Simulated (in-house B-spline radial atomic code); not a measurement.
RPA and G0W0 on PBE0: the technetium ion Tc²⁺

Configuration [Kr] 4d5, highest spin, mean-field start PBE0. Computed with an all-electron radial atomic-structure program (B-spline basis): all electrons, non-relativistic, point nucleus, each spin shell either full or empty, empty states to l = 9 with an (l + 1/2)⁻⁴ tail; G0W0 by contour deformation at full frequency.

Without relativity these are model numbers: it shifts the levels of so heavy an element strongly and can reorder them.

Command:
```bash
python run_gw.py task.json out
```
Settings (radii: box in bohr, nucleus in fm):
```
Z                        43
electrons                41
configuration            [Kr] 4d5
hamiltonian              nr
method                   pbe0
lmax                     9
spin_polarised           True
box_radius               17.55
intervals                53
```

Run time, properties included: 6.9 s on 1 thread of AMD EPYC 7R43 64-Core Processor, on a shared host.

Energies (hartree):

```csv
term,value
mean-field total,-4205.75399
Hartree-Fock functional on these orbitals,-4204.07894
direct second order,-3.3424
second-order exchange,0.96796
SOSEX correction,0.90312
```

Task: What is the RPA correlation energy, and what remains with SOSEX?

Result: RPA gives -2.9638 hartree (-1.97 eV per electron); RPA + SOSEX gives -2.0607, and the second-order doubles -2.3744 hartree (no singles). RPA lacks exchange-type terms and so overcorrelates at short range.

Quasi-particle levels (eV):

| level | occupied | mean field | Σx - vxc | Σc | QP weight | G0W0 |
| --- | --- | --- | --- | --- | --- | --- |
| 4d up | yes | -25.900 | -4.52 | ? | ? | ? |
| 4p down | yes | -60.59 | -5.67 | 0.76 | 0.893 | -65.50 |
| 4d down | no | -18.423 | 6.95 | -3.66 | 0.929 | -15.134 |

G0W0 = mean field + (Σx - vxc) + Σc, with Σc (partial-wave tail included) taken at the quasi-particle energy. Only the outer levels were computed. Levels of low weight are left out.

Task: Where does G0W0 put 4d up?

Result: At -30.41 eV, with Σc = 0.01 eV and a quasi-particle weight of 0.924. The tabulated removal energy is 29.550 eV (NIST, semi-empirical); the calculation leaves out relativity, Breit and QED terms, and what these don't explain is the method's own error.
